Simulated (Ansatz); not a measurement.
`[CH3][In]([CH3])[F]`, relaxed with RKS PBE0-D4/def2-TZVP in the Gaussian-basis code of Ansatz from a GFN2-xTB geometry. The force threshold is 0.005 eV/Å; the program also tests the step.

Charge 0, multiplicity 1. In: def2 effective core potential.

Start:

```xyz
10

C     1.076   -1.146    1.503
In    0.164   -0.116   -0.270
C    -1.337    1.346   -1.064
F     1.097   -0.858   -1.861
H     0.334   -1.283    2.284
H     1.442   -2.102    1.140
H     1.903   -0.541    1.868
H    -2.226    1.354   -0.440
H    -0.882    2.333   -1.089
H    -1.570    1.014   -2.072
```

By how much does the energy fall, and how many steps does the optimiser take? (Estimate.)

The calculation gave: 3.30 kcal/mol, in 29 steps, 2 of them rejected.

Which bonds change most? (Best estimate.)

The calculation gave: C1–In2 from 2.243 to 2.131 Å; In2–C3 from 2.241 to 2.131 Å; In2–F4 from 1.988 to 1.980 Å; C3–H10 from 1.087 to 1.091 Å.

Give the relaxed structure. (Estimate.)

The calculation gave: 
```xyz
10

C     0.960   -1.128    1.413
In    0.242   -0.059   -0.284
C    -1.309    1.214   -1.002
F     1.507   -0.370   -1.775
H     0.319   -1.000    2.285
H     1.020   -2.187    1.157
H     1.966   -0.776    1.645
H    -2.051    1.435   -0.235
H    -0.860    2.144   -1.354
H    -1.794    0.727   -1.849
```
